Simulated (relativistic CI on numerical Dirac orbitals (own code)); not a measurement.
# Ti3+ in a cubic cluster: 2p photoemission with charge transfer

Computed with a charge-transfer multiplet model of a cubic metal-ligand cluster with up to 2 ligand holes, Slater and spin-orbit integrals from Dirac-Coulomb-Breit ions, Slater integrals scaled by 0.8. The ground state mixes d1 with configurations of k ligand holes L, whose averages lie at kΔ + k(k − 1)U_dd/2; a core hole lowers each added d electron by U_cd. 300 K, Lorentzian 0.6 eV and Gaussian 0.8 eV FWHM.

Atomic integrals in eV (Slater integrals scaled, ζ unscaled), ground: F2dd 6.578, F4dd 4.090, zeta_d 0.017; with the core hole: F2dd 6.578, F4dd 4.090, zeta_d 0.032, zeta_core 3.741, F2cd 5.066, G1cd 3.785, G3cd 2.149. Where a configuration has fewer than two d electrons, the dd integrals are those of d2.

Cluster parameters (eV): Δ = 2, U_cd = 6.6, 10Dq = 0.95, 10Dq(ligand) = 1.4, V(eg) = 2.25, V(t2g) = -1.23, final-state hopping factor = 0.9.

| Case | n_d | d1 | d2L | d3L2 | S |
| --- | --- | --- | --- | --- | --- |
| U_dd = 5.2 eV | 1.73 | 0.38 | 0.51 | 0.11 | 0.50 |
| U_dd = 5.9 eV | 1.72 | 0.39 | 0.51 | 0.10 | 0.50 |
| U_dd = 7.3 eV | 1.68 | 0.40 | 0.51 | 0.09 | 0.50 |

Weights, n_d and S are thermal averages at 300 K. Binding energies count from the first peak over 30 % of the highest in each spectrum, which can be another peak from case to case. The parameters are a model scan and need not match a compound or its usual spin state. Peaks in eV (height, largest 100):
- U_dd = 5.2 eV: 0.0 (100), 2.9 (14), 6.3 (40), 9.9 (18), 16.3 (8)
- U_dd = 5.9 eV: 0.0 (100), 3.0 (13), 6.4 (40), 10.0 (17), 16.4 (8)
- U_dd = 7.3 eV: 0.0 (100), 3.0 (13), 6.3 (40), 10.2 (16), 16.4 (7)

Curve for U_dd = 5.2 eV (points under 2 left out, the grid thinned):

(E (eV), Intensity): (-3.3, 2.1), (-2.8, 3.0), (-2.3, 4.5), (-1.8, 8.1), (-1.3, 19.7), (-0.8, 52.1), (-0.2, 96.9), (0.3, 89.8), (0.8, 54.2), (1.3, 28.1), (1.8, 16.3), (2.3, 13.3), (2.8, 13.6), (3.3, 13.4), (3.8, 13.0), (4.3, 14.0), (4.8, 17.8), (5.4, 26.4), (5.9, 36.2), (6.4, 40.3), (6.9, 32.7), (7.4, 20.6), (7.9, 13.6), (8.4, 12.5), (8.9, 14.1), (9.4, 16.7), (9.9, 18.2), (10.4, 16.4), (11.0, 12.0), (11.5, 8.6), (12.0, 6.5), (12.5, 5.2), (13.0, 4.3), (13.5, 3.6), (14.0, 3.1), (14.5, 3.0), (15.0, 3.8), (15.5, 5.8), (16.0, 7.9), (16.6, 8.0), (17.1, 5.9), (17.6, 4.0), (18.1, 3.2), (18.6, 2.9), (19.1, 2.0)

For the case U_dd = 5.2 eV, Δ = 2 eV is smaller than U_dd = 5.2 eV, the charge-transfer side of the Zaanen-Sawatzky-Allen scheme. With the core hole the average of the configuration with one ligand hole lies at Δ − U_cd = -4.6 eV before mixing: the effective hopping of about 4.5 eV (from the holes of the mixed ground state) is comparable with this gap or larger, so the configurations mix strongly.

With at most 2 ligand holes the space is cut while the next configuration still counts, so covalency is underestimated, and a final configuration with one more ligand hole, which can lie low, is missing from the spectra.
